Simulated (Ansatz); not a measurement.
## Ligand exchange: C4H10 + NaI → C3H7I + CH3Na

Species: C4H10 (butane) `CCCC`, singlet; NaI (Sodium Iodide), singlet; C3H7I `CCCI`, singlet; CH3Na `[CH3][Na]`, singlet. The partners trade CH3 for I: C–CH3 and Na–I bonds give way to C–I and Na–CH3.

Shapes, held fixed at every level: PBE0-D4/def2-TZVP. Flexible molecules stand in one conformer, not always the lowest. Programs: Ansatz 0.2.0. Electronic energies: no zero-point or thermal term.

| level | kind | ΔE (kJ/mol) | less CCSD(T)/def2-TZVPP | CPU time (sum over the molecules) |
| --- | --- | --- | --- | --- |
| HF/def2-TZVPP | Hartree–Fock | +366.4 | +64.1 | – |
| PBE-D4/def2-TZVPP | GGA | +280.2 | -22.1 | 17 s |
| B3LYP-D4/def2-TZVPP | global hybrid | +294.6 | -7.7 | 27 s |
| PBE0-D4/def2-TZVPP | global hybrid | +307.8 | +5.5 | 17 s |
| wB97M-V/def2-TZVPP | range-separated hybrid | +306.9 | +4.6 | 61 s |
| MP2/def2-TZVPP | perturbation theory | +303.2 | +0.9 | – |
| CCSD(T)/def2-TZVPP | coupled cluster or CI | +302.3 | 0.0 | 6.1 min |

The highest level, CCSD(T)/def2-TZVPP, gives ΔE = +302.3 kJ/mol; the levels span +280.2 to +366.4. The column of differences is taken from that level and isn't an error. No measured value is set beside it here. For atoms past krypton def2 sets carry core potentials with scalar relativity. Correlated rows may include outer-core shells of I, Na, which these sets cover unevenly. Times are processor times on shared x86 and Arm servers, and rough.
